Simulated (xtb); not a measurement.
xtb input:

```bash
xtb mol.xyz --gfn 1 --sp --chrg 0 --uhf 0
```
mol.xyz:
```
11

Si    -0.16024585    -0.09395408    -0.82925137
Br     0.26998387     0.16109685     1.37935147
N      1.38481170    -0.42878456    -1.47402965
N     -1.05540839     1.31192820    -1.19970020
N     -1.14261005    -1.39513836    -1.31114200
H      1.50437440    -0.61900167    -2.45649896
H      2.21709487    -0.05410997    -1.05047651
H     -1.41655922     1.46462450    -2.12812771
H     -0.90324017     2.17175770    -0.69968857
H     -0.77975791    -2.33470941    -1.29564771
H     -2.13545834    -1.36763064    -1.14323992
```

What final total energy does it print?

-18.74601 Eh (GFN1-xTB).
